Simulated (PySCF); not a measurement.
Si4H14N4

The system: Si4H14N4, a molecule; neutral, singlet. The structure, one conformer, was relaxed in the gas phase by PBE0-D3(BJ)/def2-SVP. No frequency run checks that it is a minimum.

SMILES: N[Si](N[SiH3])(N[SiH3])N[SiH3]

Coordinates in Å:
```
Si1    -0.972    2.296    0.511
N2      0.018    1.343   -0.563
Si3     0.468   -0.303   -0.267
N4     -0.157   -0.716    1.303
Si5     0.830   -1.012    2.706
N6     -0.263   -1.260   -1.508
Si7    -1.308   -0.604   -2.738
N8      2.180   -0.465   -0.265
H9     -1.251    3.591   -0.181
H10    -0.313    2.600    1.820
H11    -2.274    1.621    0.806
H12     0.424    1.821   -1.362
H13    -1.151   -0.901    1.393
H14     1.787    0.112    2.946
H15     1.638   -2.270    2.617
H16    -0.080   -1.135    3.886
H17    -0.156   -2.269   -1.496
H18    -1.703   -1.743   -3.624
H19    -2.555    0.014   -2.190
H20    -0.626    0.430   -3.577
H21     2.769    0.167    0.263
H22     2.646   -1.339   -0.471
```

Shieldings: GIAO PBE0/pcSseg-1. Shifts are against computed references at the same level: H TMS (σ 31.27 ppm), Si TMS (σ 352.0 ppm). Core levels by delta-SCF with SCAN, pcX-2 on the ionised atom and pcseg-1 elsewhere, spin-free X2C (2p3/2 is the spin-free 2p value less a third of a first-order spin-orbit splitting); from the vacuum level, for chosen atoms.

**Question.** Give the shieldings and core levels atom by atom.

**Answer.** 
```csv
atoms,bonded to,σ (ppm),δ (ppm),core level (eV)
Si1,1 N + 3 H,408.8,-56.8,-
N2,2 Si + 1 H,244.8,-,1s 403.89
Si3,4 N,391.1,-39.1,2p3/2 107.11
N4,2 Si + 1 H,238.1,-,1s 403.84
Si5,1 N + 3 H,410.4,-58.4,-
N6,2 Si + 1 H,243.4,-,1s 403.89
Si7,1 N + 3 H,409.9,-57.9,-
N8,1 Si + 2 H,234.9,-,1s 404.47
H9 H10 H11,1 Si,26.65,4.62,-
H12,1 N,30.95,0.32,-
H13,1 N,30.91,0.36,-
H14 H15 H16,1 Si,26.62,4.65,-
H17,1 N,31.16,0.10,-
H18 H19 H20,1 Si,26.66,4.60,-
H21,1 N,30.41,0.86,-
H22,1 N,30.57,0.69,-
```

Values are those of this one static structure, with the three H of a rotating XH3 group averaged; atoms that internal rotation interchanges would show their mean in an NMR spectrum.

**Question.** Which of N2, N4, N6, N8 holds its core electrons tightest, and by how much against the loosest?

**Answer.** N8 (bonded to 1 Si + 2 H), by 0.64 eV over N4 (bonded to 2 Si + 1 H).

**Question.** By CAM-B3LYP/def2-SVPD (TDDFT singlets, Tamm-Dancoff triplets, ionisation by delta-SCF), where does absorption start, and what does vertical ionisation take?

**Answer.** The lowest singlet lies at 6.39 eV (f 0.012), the strongest of the first 6 at 6.91 eV (f 0.046), the lowest triplet at 6.12 eV; vertical ionisation takes 9.24 eV.
